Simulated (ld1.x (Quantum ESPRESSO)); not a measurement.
Before and after: TM potential for vanadium

ld1.x (Quantum ESPRESSO) 7.5 input, shortened:

```
&input
   title='V', zed=23., rel=1, dft='PZ', iswitch=3,
   config='[Ar] 3d3 4s2 4p0'
 /
 &inputp
   pseudotype=2, tm=.true., lloc=-1, rcloc=1.60,
   nlcc=.false.
 /
3
4S  1  0   2.00   0.00  2.45  2.45  0.0
4P  2  1   0.00   0.00  2.60  2.60  0.0
3D  3  2   3.00   0.00  1.50  1.50  0.0
 &test
   configts(1)='3d3 4s2 4p0'
 /
```

All-electron outer shells of the reference configuration (LDA (PZ), scalar-relativistic, ld1.x):

| shell | level (eV) | outermost node (bohr) | outermost maximum (bohr) |
| --- | --- | --- | --- |
| 3s | -69.83 | 0.38 | 0.82 |
| 3p | -43.95 | 0.35 | 0.84 |
| 3d | -5.38 | – | 0.88 |
| 4s | -4.85 | 1.17 | 2.72 |
| 4p | -1.53 | 1.30 | 3.63 |

Change: all radii scaled by about 1.22 (s 2.98, p 3.16, d 1.82 bohr); local potential all-electron potential smoothed inside 1.94 bohr (lloc = -1).

Cutoffs: the cutoffs (Ry, on a coarse ladder) from which the occupation-weighted sum of valence levels, in a spherical-Bessel basis at the reference potential, stays within 10 and 1 mRy of its value at 400 Ry; they do not see the model core or the augmentation charge, which bear on the density cutoff. Errors are all-electron minus pseudo energies relative to the spin-unpolarised reference configuration.

Q: Predict the effect on cutoff, ghosts and configuration errors.

A: The potential gets softer (90 Ry and 100 Ry → 70 Ry and 80 Ry); both files keep a bound ghost (s); the number of tests that count goes from 9 to 3; of the 3 tests that both files solve, the error grows in 0 and shrinks in 2 by more than 15 % and 0.3 meV (median size 148.5 → 101.0 meV). A larger radius leaves more room for a smooth pseudo-wave, so fewer plane waves are needed.

| quantity | base | changed |
| --- | --- | --- |
| cutoff, loose | 90 Ry | 70 Ry |
| cutoff, tight | 100 Ry | 80 Ry |
| loose cutoff by channel (10 mRy a level) | s 6 Ry, d 80 Ry | s 6 Ry, d 60 Ry |
| bound ghosts | s | s |
| tests counted (converged, no solver errors) | 9 of 9 | 3 of 9 |
| error for 3d3 4s0 4p0, meV [ΔE 22.49 eV] | +69 | +68 |
| error for 3d2 4s0 4p0, meV [ΔE 51.64 eV] | +174 | +129 |
| error for 3d4 4s0 4p0, meV [ΔE 7.38 eV] | -148 | -101 |

Base: These tests converged, but a pseudo level misses the all-electron one widely, so the file describes the atom poorly there or has found another state: 3d2 4s0 4p0: empty 4s by 4.5 eV (a node warning on the way). Changed file: Tests not counted: 3d3 4s1 4p0 (solver errors, printed error -3.3 eV); 3d4 4s1 4p0 (solver errors, printed error +2.0 eV); 3d3 4s1.5 4p0 (solver errors, printed error -7.4 eV); 3d2 4s2 4p1 (solver errors, printed error -100 eV); 3d3 4s2 4p0 (spin-polarised) (solver errors, printed error -7.8 eV); 3d3 4s1 4p0 (spin-polarised) (solver errors, printed error +253 meV). A true bound ghost makes a file unfit for plane-wave use even where its test errors are small: the radial tests pick states by their node count and pass the ghost by. Where a test does run into it, the solver fails or the error is huge.
